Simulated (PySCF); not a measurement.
The dipole of `FC(F)(F)Cn1cpcn1` from its density and from atomic charges.

Coordinates (GFN2-xTB, Å) and charges (e) from the PBE0/pcSseg-1 density (PySCF):

```tsv
atom	x	y	z	Mulliken	IAO	Hirshfeld	ESP-fitted
F1	-3.033	-0.713	-0.012	-0.2644	-0.2807	-0.0907	-0.2020
C2	-1.909	-0.024	0.231	+0.7635	+0.8070	+0.2601	+0.6330
F3	-1.928	0.324	1.518	-0.2510	-0.2689	-0.0863	-0.1770
F4	-1.988	1.107	-0.483	-0.2656	-0.2823	-0.0880	-0.2114
C5	-0.674	-0.852	-0.138	+0.0076	-0.2056	-0.0322	-0.4280
N6	0.540	-0.173	0.217	-0.4248	+0.0537	+0.0423	+0.4469
C7	1.056	0.898	-0.425	-0.1043	-0.3298	-0.0783	-0.2502
P8	2.487	1.475	0.333	+0.3137	+0.2600	+0.0307	-0.1441
C9	2.244	0.167	1.490	-0.1832	-0.2716	-0.0739	+0.1247
N10	1.198	-0.583	1.288	-0.1703	-0.2148	-0.1278	-0.5185
H11	-0.714	-1.788	0.426	+0.1694	+0.2008	+0.0686	+0.2089
H12	-0.718	-1.053	-1.213	+0.1608	+0.1769	+0.0661	+0.1708
H13	0.560	1.275	-1.301	+0.1238	+0.1795	+0.0537	+0.2068
H14	2.879	-0.059	2.327	+0.1249	+0.1757	+0.0558	+0.1401
```

Task: Compute μ = Σ q r for each scheme (1 e·Å = 4.803 D) and compare with the dipole of the full density.

Result: The full density gives (-0.19, -1.36, -1.67) D, 2.16 D in size; dipole vectors point from the negative to the positive end.

| scheme | μx | μy | μz | size (D) | share of the full size (%) | angle to the full dipole (°) |
| --- | --- | --- | --- | --- | --- | --- |
| Mulliken | 1.77 | -0.11 | -2.42 | 3.00 | 139 | 54 |
| IAO | 1.56 | -1.02 | -2.16 | 2.86 | 132 | 40 |
| Hirshfeld | -0.32 | -0.66 | -1.13 | 1.35 | 62 | 13 |
| ESP-fitted | -0.10 | -1.38 | -1.66 | 2.16 | 100 | 2 |

Task: Which set comes closest?

Result: Length of the difference vector: ESP-fitted 0.09 D, Hirshfeld 0.89 D, IAO 1.85 D, Mulliken 2.44 D. Closest: ESP-fitted. The schemes that divide the density aren't constrained to reproduce the dipole.

Task: What is left for the Hirshfeld atoms' own dipoles?

Result: The Hirshfeld atoms' densities add up to the full density, so μ = Σ q r + Σ (atomic dipoles). The atomic dipoles sum to (-0.19, -1.36, -1.67) − (-0.32, -0.66, -1.13) = (0.13, -0.70, -0.54) D, 0.89 D in size.

Task: With the origin at the mean of the coordinates, (0.000, 0.000, 0.304) Å, which are the largest single terms, by size, of the Mulliken dipole along the direction of the full one?

Result: P8 -1.76, H12 +1.46, F1 -1.21, F3 +1.17, C9 +1.07 D; all 14 atoms together +1.78 D. The single terms depend on the origin, their sum doesn't.

Task: Give the size of the full dipole in other units.

Result: 2.16 D = 0.850 au = 0.450 e·Å = 7.21 × 10⁻³⁰ C·m.

The structure is a single GFN2-xTB conformer in the gas phase; no vibrational or solvent corrections.

These values come from a run that also computed NMR shieldings. The run took 57 s on one thread of an x86-64 server, no GPU (shared host).

Shape of the structure used: `[F:1][C:2]([F:3])([F:4])[CH2:5][n:6]1[cH:7][p:8][cH:9][n:10]1`: F1–C2–C5–N6 -175°, C2–C5–N6–C7 -73°.
